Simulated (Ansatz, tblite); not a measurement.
Removing and adding an electron: the cluster Al₂Ga. Charge 0, multiplicity 2. Geometry: B3LYP-D4/def2-TZVP. Ansatz, gas phase; energy differences of separate SCF runs; the oxidised species is a triplet (the singlet lies 0.33 eV higher at PBE0-D4/def2-TZVP); the reduced species is a singlet (the triplet lies 0.13 eV higher at PBE0-D4/def2-TZVPD).

Cartesian coordinates in Å:
```
Al 1.2070 -0.7806 -0.3233
Al -1.3480 -0.5477 -0.2291
Ga 0.1410 1.3283 0.5524
```

The xTB rows come from tblite. The structure comes from a short search, and lower isomers may exist.

Task: Estimate orbital energies and vertical ionisation energies and electron affinities at: GFN1-xTB; GFN2-xTB; PBE-D4/def2-TZVP; PBE-D4/def2-TZVPD; r2SCAN-D4/def2-TZVP; PBE0-D4/def2-TZVP; PBE0-D4/def2-TZVPD.

Result: 
| level | −HOMO (eV) | vertical IE (eV) | −LUMO (eV) | vertical EA (eV) | HOMO–LUMO gap (eV) | remarks |
| --- | --- | --- | --- | --- | --- | --- |
| GFN1-xTB | – | 9.71 | – | – | – | – |
| GFN2-xTB | – | 9.39 | – | – | – | – |
| PBE-D4/def2-TZVP | 4.18 | 6.53 | 3.67 | – | 0.51 | – |
| PBE-D4/def2-TZVPD | 4.19 | – | 3.69 | 1.66 | 0.50 | HOMO above zero (-1 singlet), restricted SCF unstable in HF (-1 singlet) |
| r2SCAN-D4/def2-TZVP | 4.47 | 6.57 | 3.41 | – | 1.06 | spin-contaminated (⟨S²⟩ 1.05) (doublet) |
| PBE0-D4/def2-TZVP | 4.87 | 6.50 | 2.95 | – | 1.92 | – |
| PBE0-D4/def2-TZVPD | 4.87 | – | 2.98 | 1.64 | 1.90 | restricted SCF unstable in HF (-1 singlet) |

Run but left out: HF/def2-TZVPD, r2SCAN-D4/def2-TZVPD, MP2/def2-TZVPD, CCSD/def2-TZVPD, CCSD(T)/def2-TZVPD (doublet: ⟨S²⟩ 1.06 to 1.86, where a pure state has 0.75).   A HOMO above zero means that the electron is unbound at that level or that self-interaction error raises the level; the energy of removing that electron tells which. HOMO and LUMO are the levels of the spin that leaves or enters (xTB has no such levels and no spin-polarisation term). Other spin states of the ions may lie lower, which would lower the ionisation energy or raise the affinity. Raw xTB energy differences between charge states are shifted by several eV; the methods need an empirical correction for them.
